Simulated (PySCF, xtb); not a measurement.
CdFHO, SMILES [OH][Cd][F].

xtb with GFN2-xTB at its own geometry gives an orbital gap of 3.45 eV and a dipole moment of 5.61 D.

Geometry optimised at PBE-D3(BJ)/def2-TZVP. The def2 effective core potentials stand for the cores of Cd; spin–orbit coupling is left out. Other conformers were not sampled.

Task: What does PySCF with ωB97X/def2-TZVPD give? (An estimate is asked for; the answer gives what the named calculation found.)

Result: gap 10.99 eV (levels -11.10 and -0.11 eV), dipole 1.99 D.
